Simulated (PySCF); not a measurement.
The PySCF input:
```python
from pyscf import gto, scf, dft

mol = gto.M(
    atom='''
F    -0.380644    0.435358    1.745562
Si   -0.065104    0.081122    0.141335
S     1.841084   -0.898081    0.185366
Cl   -1.426172   -1.206916   -0.433704
Cl   -0.151237    1.772602   -0.766777
H     2.481486    0.071442    0.725629
''',
    basis='sto-3g',
    charge=0,
    spin=0,
    verbose=4,
)

mf = dft.RKS(mol)
mf.xc = 'r2scan'
mf.kernel()
g = mf.nuc_grad_method()
grad = g.kernel()
```

Question: Estimate the nuclear repulsion energy that R2SCAN/STO-3G, gradient run with PySCF returns for this input.

Answer: 453.4751 Eh

Question: Give the total energy at the level R2SCAN/STO-3G, gradient.

Answer: -1689.3302 Eh

Question: Give the dipole moment at the level R2SCAN/STO-3G, gradient.

Answer: 1.98 D

Question: Give the HOMO-LUMO gap at the level R2SCAN/STO-3G, gradient.

Answer: 5.87 eV
